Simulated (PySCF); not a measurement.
Cd(I)2 anion (CdI₂), SMILES [I][Cd][I] (connectivity only; charge and spin as stated), charge -1, multiplicity 2. Atoms are numbered in the order given.

```xyz
3

Cd     0.0000     0.0000    -0.8730
I      0.0000    -2.6192     0.3953
I      0.0000     2.6192     0.3953
```
Charge -1, spin multiplicity 2.

Geometry: PBE-D3(BJ)/def2-SVPD. The spin state was assumed, not searched. The isomer is the one that the SMILES or the coordinates give; other isomers of the formula were not compared. The def2 effective core potentials stand for the cores of Cd, I; spin–orbit coupling is left out.

Level of theory: PBE/def2-TZVPD run with PySCF.

Mulliken values depend strongly on the basis, most of all with diffuse functions as here. ESP charges are fitted to the potential on shells at 1.4 to 2.0 van der Waals radii. Atomic charges (e):

```tsv
atom	ESP fit	Mulliken	Mulliken spin
Cd1	___	0.11	0.67
I2	___	-0.55	0.16
I3	___	-0.55	0.16
```

**Question.** Complete the blanks. (The exact figures need the calculation; the answer reports its results.)

**Answer.** 
- Cd1, ESP fit: 0.15
- I2, ESP fit: -0.58
- I3, ESP fit: -0.58
